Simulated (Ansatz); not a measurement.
H4N (SMILES [NH4+]) at its CCSD(T)/cc-pVTZ minimum, average atomic masses, point group Td.
(charge 1, multiplicity 1):
```xyz
5

N      0.0000     0.0000     0.0000
H     -0.6660    -0.2504    -0.7345
H      0.1209     1.0153     0.0189
H     -0.3550    -0.3179     0.9048
H      0.9001    -0.4470    -0.1892
```

Correlated levels freeze the cores.

The values were computed with Ansatz (Gaussian basis) for Hartree–Fock, density functionals and correlated methods. Values without a source in brackets are computed.

Harmonic frequencies (cm⁻¹): 1492 1492 1492 1743 1743 3389 3510 3510 3510.

Question: Work out the rotational constants, the zero-point energy, and the ideal-gas entropy and heat capacity at 298.15 K and 1 bar (rigid rotor, harmonic oscillator).

Answer: 
Principal moments 2.811, 2.811, 2.811 u Å² give 16.8576/I = 5.997, 5.997, 5.997 cm⁻¹. Zero point: Σω/2 = 10940 cm⁻¹ = 31.28 kcal/mol. Translation R(1.5 ln M + 2.5 ln T − 1.1517) with M = 18.039 u: 144.93 J/(mol K). Rotation with σ = 12: q = 30.0, S = R(ln q + 3/2) = 40.75. Vibration, summed over R(u/(eᵘ − 1) − ln(1 − e⁻ᵘ)) with u = 1.43878ω/T: 0.19, of which the lowest mode gives 0.05. S° = 185.9 J/(mol K); C_p = 4R + 1.23 = 34.49 J/(mol K).

Ansatz is a first-principles code.
